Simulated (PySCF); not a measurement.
GeH3, SMILES [GeH3] (connectivity only; charge and spin as stated), charge +1, multiplicity 1. Atoms are numbered in the order given.

```xyz
4

Ge     0.0000     0.0000     0.0000
H      1.5190     0.0000     0.0000
H     -0.7595    -1.3155     0.0000
H     -0.7595     1.3155     0.0000
```
Charge +1, spin multiplicity 1.

Geometry optimised at r2SCAN-D4/def2-TZVPD. The multiplicity is an assumed one; other spin states were not compared. The isomer is the one that the SMILES or the coordinates give; other isomers of the formula were not compared.

Calculation: PySCF 2.14.0 with r2SCAN-D4/def2-TZVPD.

Frequencies are harmonic and unscaled.

Modes within 1.5 cm⁻¹ of each other (mostly degenerate sets) share a row, with their intensities summed.

```json
[
 {"mode": "1", "ν (cm⁻¹)": "804", "IR (km/mol)": "19.0", "Raman (Å⁴/amu)": "0.0", "depolarisation": "–", "moving atoms (share of kinetic energy)": "H 96 %"},
 {"mode": "2–3", "ν (cm⁻¹)": "853", "IR (km/mol)": "64.6", "Raman (Å⁴/amu)": "15.8", "depolarisation": "0.75", "moving atoms (share of kinetic energy)": "H 98 %"},
 {"mode": "4", "ν (cm⁻¹)": "2198", "IR (km/mol)": "0.0", "Raman (Å⁴/amu)": "337.4", "depolarisation": "0.04", "moving atoms (share of kinetic energy)": "H 100 %"},
 {"mode": "5–6", "ν (cm⁻¹)": "2264", "IR (km/mol)": "0.0", "Raman (Å⁴/amu)": "93.1", "depolarisation": "0.75", "moving atoms (share of kinetic energy)": "H 98 %"}
]
```
